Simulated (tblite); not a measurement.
C5H4FO2S (charge -1).
SMILES with atom numbers: `[O:1]=[C:2]([O-:3])[CH2:4][S:5][C:6]1=[C:7]([F:8])[CH2:9]1` (hydrogens: H10, H11 on C4; H12, H13 on C9)

The geometry is computed with GFN2-xTB (gas phase).

**Question.** List the bond lengths, angles and torsions at this level.

**Answer.** 
```csv
bond,length (bohr),order
"O1=C2, C2–O3",2.319,double/single
C2–C4,3.052,single
C4–S5,3.417,single
S5–C6,3.218,single
C6=C7,2.457,double
C7–F8,2.536,single
C7–C9,2.802,single
C6–C9,2.889,single
"C4–H10, C4–H11",2.062,single
"C9–H12, C9–H13",2.055,single
```

Bonds in one row agree within 0.02 bohr and their mean is given. Orders are formal, as drawn. A selection of angles:
```csv
angle,degrees
O1–C2–O3,132.4
O1–C2–C4,116.9
O3–C2–C4,110.7
C2–C4–S5,115.3
C4–S5–C6,99.8
S5–C6–C7,152.8
S5–C6–C9,144.3
C7–C6–C9,62.6
C6–C7–F8,150.6
C6–C7–C9,66.3
F8–C7–C9,143.0
C6–C9–C7,51.1
```

Dihedral angles: O1–C2–C4–S5 1° (synperiplanar); C2–C4–S5–C6 -53° (synclinal); C4–S5–C6–C7 172° (antiperiplanar); S5–C6–C7–F8 -3° (synperiplanar); S5–C6–C9–C7 -174° (antiperiplanar). The mirror-image conformer, all signs reversed, is as good.

The C–S distances run from 1.703 Å (S5–C6, drawn single) to 1.808 Å (C4–S5, drawn single), a spread of 0.105 Å. S5 (sulfide sulfur) is bent (angle 99.8°). C2 (carboxylate carbon) is planar (angles 132.4°, 116.9° and 110.7°, sum 360.0°, 0.00 Å off the plane of its three neighbours). The C–C distances run from 1.300 Å (C6=C7, drawn double) to 1.615 Å (C2–C4, drawn single), a spread of 0.315 Å. C7 (vinylic C–F carbon) has angles 150.6°, 143.0° and 66.3°, sum 359.9°, 0.02 Å off the plane of its three neighbours. C6 (fully substituted alkene carbon) has angles 152.8°, 144.3° and 62.6°, sum 359.7°, 0.04 Å off the plane of its three neighbours. Of the pairs four or more bonds apart, O1···C6 is among the closest relative to their van der Waals radii: 2.82 Å, 88 % of the sum of Bondi's values.

Point group: C1 (no symmetry element, even within 0.4 Å). Its GFN2-xTB frequencies are all real (lowest 26 cm⁻¹). 3 starts were optimised and ended at 0.00, 0.74 and 1.38 kcal/mol (GFN2-xTB); the lowest of these is shown.
